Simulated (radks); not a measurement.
Problem. These are the eigenvalues of the occupied orbitals of an atom or ion with whole-number occupations (hartree). Method: Dirac Kohn-Sham, LDA (Slater exchange, Perdew-Wang correlation), spin-unpolarised, spherical densities, finite nucleus; Fermi nuclear charge, rms radius of each element as measured or else 0.836 A^(1/3) + 0.57 fm; computed with a radial shooting solver on a logarithmic mesh with Libxc functionals.

orbital  eigenvalue
1s1/2     -2321.148
2s1/2     -397.2107
2p1/2     -379.4393
2p3/2     -338.4246
3s1/2     -92.16410
3p1/2     -84.26880
3p3/2     -75.52534
3d3/2     -62.04566
3d5/2     -60.13555
4s1/2     -20.51365
4p1/2     -17.29364
4p3/2     -15.28043
4d3/2      -9.96346
4d5/2      -9.59298
5s1/2      -4.59756
5p1/2      -3.63503
5p3/2      -3.32320
4f5/2      -3.02784
4f7/2      -2.96541

Which element is it, and in what charge state? The configuration may be excited. Open shells, if any, fill j = l - 1/2 first.

Solution. Z = 71, lutetium, charge +5: Lu5+ in [Xe] 4f12. The list shows which subshells hold electrons but not how many an open one holds; the 1s level, -2321.1 hartree, gives Z - s = 68.1 by -(Z - s)^2/2, which with screening and relativity narrows Z to a few neighbours, and the depths of the outer levels then fix element, charge and occupations together.
